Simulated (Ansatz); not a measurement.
Gas-phase reaction in SMILES: C=C[SiH](C=C)C=C [tris(ethenyl)silane] + 9 [H][H] (H2) -> 6 C (CH4) + [SiH4] (SiH4)
Geometries: B3LYP-D3(BJ)/def2-TZVP minima from Ansatz (an electronic-structure program), one conformer each, not searched for the lowest.

Quantity: energy of full hydrogenation (electronic energy difference), in kJ/mol. Cores are frozen in the correlated levels unless marked. No spin-orbit coupling. No relativistic terms. Basis-set limits of correlation are two-point, X^-3; Hartree-Fock from the larger set.

```
level                        program  energy of full hydrogenation (kJ/mol)
--------------------  --------------  -------------------------------------
HF/aug-cc-pV(T+d)Z            Ansatz                                 -887.7
PBE-D4/def2-TZVPD     Ansatz + dftd4                                 -777.7
revPBE-D4/def2-TZVPD  Ansatz + dftd4                                 -725.1
wB97M-V/def2-TZVPD            Ansatz                                 -795.9
```

Question: Predict the CCSD(T)/CBS(cc-pV(T+d)Z,cc-pV(Q+d)Z) result (Ansatz).

Answer: -780.7 kJ/mol, so wB97M-V/def2-TZVPD differs from it by -15.2 kJ/mol.
